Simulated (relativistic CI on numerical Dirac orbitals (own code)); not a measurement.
Computed by Dirac-Coulomb-Breit CI, separate exchange-only KLI orbitals for each configuration, QED by a radiative potential, unscaled Slater integrals (own radial code, finite nucleus).

Configurations in the expansion (outside the closed core [Ne]): 3s2 3p6 3d6, 3s2 3p5 3d7, 3s2 3p4 3d8, 3s 3p6 3d7, 3p6 3d8, 3s 3p5 3d8, 3s2 3p6 3d5 4s, 3s2 3p6 3d5 4p, 3s2 3p4 3d7 4s, 3s2 3p6 3d5 4d, 3s2 3p4 3d7 4p, 3s2 3p5 3d6 4s, 3s2 3p6 3d5 4f, 3s2 3p4 3d7 4d, 3s 3p5 3d7 4s, 3s2 3p5 3d6 4p, 3s2 3p5 3d6 4d, 3s2 3p6 3d4 4s2, 3s 3p6 3d6 4s, 3p6 3d7 4s, 3p6 3d7 4p, 3s2 3p6 3d5 5s, 3p6 3d7 4d, 3s 3p6 3d5 4s2. Levels of other configurations are missing.

At this charge energies of transitions that change n are usually good to better than 1 %, and those within a shell (Δn = 0) to a few per cent.

Outline of the computed level scheme of Er XLV. Lowest level of each configuration: 3s2 3p6 3d6 3F_4 at 0.000 eV; 3s2 3p5 3d7 5G°_6 at 327.316 eV.

Some strong electric-dipole decays among the lowest 45 levels: 3s2 3p5 3d7 3D°_3 → 3s2 3p6 3d6 3F_4 (1.5e+12 s⁻¹); 3s2 3p5 3d7 3F°_4 → 3s2 3p6 3d6 3F_4 (1.1e+12 s⁻¹); 3s2 3p5 3d7 3P°_2 → 3s2 3p6 3d6 3P_2 (7.2e+11 s⁻¹); 3s2 3p5 3d7 3D°_3 → 3s2 3p6 3d6 3P_2 (3.8e+11 s⁻¹); 3s2 3p5 3d7 3G°_5 → 3s2 3p6 3d6 3F_4 (2.3e+11 s⁻¹); 3s2 3p5 3d7 3D°_3 → 3s2 3p6 3d6 3P_2 (1.0e+11 s⁻¹); 3s2 3p5 3d7 3D°_3 → 3s2 3p6 3d6 3P_2 (8.0e+10 s⁻¹); 3s2 3p5 3d7 3P°_2 → 3s2 3p6 3d6 3P_2 (4.0e+10 s⁻¹).

LS names give the leading component of a level, which can be under half, so a name can repeat, a term be missing and a line seem to break the LS rules.
